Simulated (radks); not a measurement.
Coulomb parameter of the 3d shell of the vanadium ion V3+ in the model configuration [Ar] 3d1 4p1, as a second difference U = [E(n + 0.25) + E(n - 0.25) - 2 E(n)] / (0.25)^2 with all orbitals relaxed. "Bare": the charge of the atom changes with n. "Screened": the 4p shell takes up the change at fixed total charge, which measures U(3d,3d) + U(4p,4p) - 2 U(3d,4p). All-electron calculation, Dirac Kohn-Sham, PBE, spin-unpolarised, spherical densities, finite nucleus; open shells are shared between the two j in proportion to 2j + 1; Fermi nuclear charge, rms radius 3.6002 fm. Program: a radial shooting solver on a logarithmic mesh with Libxc functionals.

\begin{tabular}{lrr}
case & configuration & E - E(n) (eV) \\ \hline
start & [Ar] 3d1 4p1 & 0.000 \\
bare +0.25 & [Ar] 3d1.25 4p1 & -10.585 \\
bare -0.25 & [Ar] 3d0.75 4p1 & 11.713 \\
screened +0.25 & [Ar] 3d1.25 4p0.75 & -4.812 \\
screened -0.25 & [Ar] 3d0.75 4p1.25 & 5.138 \\
\end{tabular}

U(bare) = 18.041 eV, U(screened by 4p) = 5.219 eV.
